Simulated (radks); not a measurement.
Problem. All-electron atom: W+ in [Xe] 4f14 5d4 6s1 (the NIST ground configuration). Method: Dirac Kohn-Sham, BLYP, spin-unpolarised, spherical densities, point nucleus; open shells are shared between the two j in proportion to 2j + 1; computed with a radial shooting solver on a logarithmic mesh with Libxc functionals. Some entries of the table are withheld. Estimate them.

orbital  occ.  eigenvalue (eV)  <1/r> (bohr^-1)
1s1/2       2        -69414.46            87.13
2s1/2       2        -11978.57            21.20
2p1/2       2        -11454.52            21.16
2p3/2       4        -10101.20            17.77
3s1/2       2        -2763.974            7.779
3p1/2       2        -2530.779              (1)
3p3/2       4        -2238.161              (2)
3d3/2       4        -1845.825            6.711
3d5/2       6        -1782.195            6.504
4s1/2       2        -575.7715            3.269
4p1/2       2              (3)              (4)
4p3/2       4              (5)              (6)
4d3/2       4        -252.6041              (7)
4d5/2       6        -240.1048              (8)
5s1/2       2         -86.2572            1.265
5p1/2       2              (9)            1.133
5p3/2       4             (10)            1.025
4f5/2       6         -41.6512            2.100
4f7/2       8         -39.4133            2.069
6s1/2       1         -12.1711           0.4269
5d3/2     1.6             (11)           0.6794
5d5/2     2.4             (12)           0.6533

Solution. 
(1) 3p1/2 <1/r> (bohr^-1): 7.693
(2) 3p3/2 <1/r> (bohr^-1): 6.817
(3) 4p1/2 eigenvalue (eV): -479.1122
(4) 4p1/2 <1/r> (bohr^-1): 3.158
(5) 4p3/2 eigenvalue (eV): -411.2542
(6) 4p3/2 <1/r> (bohr^-1): 2.853
(7) 4d3/2 <1/r> (bohr^-1): 2.638
(8) 4d5/2 <1/r> (bohr^-1): 2.565
(9) 5p1/2 eigenvalue (eV): -57.6504
(10) 5p3/2 eigenvalue (eV): -47.8110
(11) 5d3/2 eigenvalue (eV): -12.0937
(12) 5d5/2 eigenvalue (eV): -11.3198
